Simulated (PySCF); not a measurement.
Compound: C5H8NO2 (doublet state).
Geometry (GFN2-xTB, Å), atoms numbered from 1 in this order:
```
atom  x, y, z in Å
C1     2.5120    0.3886   -0.4260
N2     1.1565    0.4027   -0.0294
C3     0.5818   -0.4075    0.8230
O4     1.2100   -1.2956    1.4005
C5    -0.9034   -0.1563    1.0160
C6    -1.4245    0.9859    0.1544
O7    -2.2347    0.1073   -0.6108
C8    -1.8115   -1.0307    0.1366
H9     2.7699   -0.5216   -0.9767
H10    3.1888    0.5106    0.4264
H11    2.6475    1.2453   -1.0910
H12   -1.1459   -0.1453    2.0769
H13   -1.9973    1.7792    0.6385
H14   -0.6076    1.4211   -0.4490
H15   -1.3022   -1.7678   -0.4896
H16   -2.6469   -1.5070    0.6563
```

The hyperfine couplings belong to this conformer and change with its torsions.

Identity: `C[N]C(=O)C1COC1` [radical].

Level of theory: UKS B3LYP, pcH-1 on C H N O, non-relativistic, mean-field spin-orbit, GIAO in PySCF 2.14.0. Isolated species at its GFN2-xTB geometry (one conformer only). A GFN2-xTB geometry isn't a minimum of the functional, and hyperfine couplings can be far from their values at a DFT geometry. Stability of the SCF solution: not tested.

(1) What is the g tensor, term by term?

(2) At 9.498 GHz, how far is the centre of the isotropic spectrum from where a free electron (g = 2.002319) resonates?

(3) Average each term over the three axes. Which is largest in size?

(4) In a frozen sample, at which fields do the three g values resonate at 9.5, 34, 94 and 263 GHz (hyperfine left aside), and which band first spreads them over more than twice a line width of 0.5 mT?

Results:

(1) 
```json
{"Δg (ppt)": "relativistic mass correction", "1": "-0.27", "2": "-0.27", "3": "-0.27"}
{"Δg (ppt)": "gauge correction", "1": "0.04", "2": "0.03", "3": "0.02"}
{"Δg (ppt)": "orbital Zeeman/spin–orbit", "1": "-1.36", "2": "5.67", "3": "22.61"}
{"Δg (ppt)": "total", "1": "-1.58", "2": "5.43", "3": "22.37"}
```

So g = 2.00074, 2.00775, 2.02469 and g_iso = 2.01106; the tensor is rhombic: the two nearest values differ by 29 % of g3 − g1.  The parts are diagonal elements in the principal axes of g·gᵀ, so they add up to the total only to first order.

(2) B = hν/(g μB) with μB/h = 13.99624 MHz/mT gives 338.91 mT for the free electron and 337.44 mT at g_iso, 1.47 mT lower.

(3) The orbital-Zeeman/spin–orbit term 8.98, the mass correction -0.27 and the gauge correction 0.03 ppt, for a total of 8.74 ppt. The orbital-Zeeman/spin–orbit term is the largest in size. The mass correction is the same along every axis, so the anisotropy comes from the other two: their spans along these axes are 0.02 (gauge) and 23.97 ppt (orbital Zeeman/spin–orbit).

(4) 
| band | GHz | B(g3) mT | B(g2) mT | B(g1) mT | spread mT |
| --- | --- | --- | --- | --- | --- |
| X | 9.5 | 335.24 | 338.07 | 339.25 | 4.01 |
| Q | 34.0 | 1199.80 | 1209.92 | 1214.16 | 14.36 |
| W | 94.0 | 3317.10 | 3345.08 | 3356.79 | 39.70 |
| J | 263.0 | 9280.81 | 9359.11 | 9391.88 | 111.07 |

The spread grows in proportion to the frequency. X band is the first where it exceeds 1.0 mT.

The largest Mulliken spin populations are on N2 (+0.59) and O4 (+0.33).

The HOMO–LUMO gaps are 7.34 eV among the α and 2.40 eV among the β orbitals.

The run took 72 s (with the writing of density and orbital grids) on an Arm Neoverse V2 with one thread, shared host with 96 logical CPUs at a one-minute load of 30, and the process peaked at 0.96 GiB of memory.
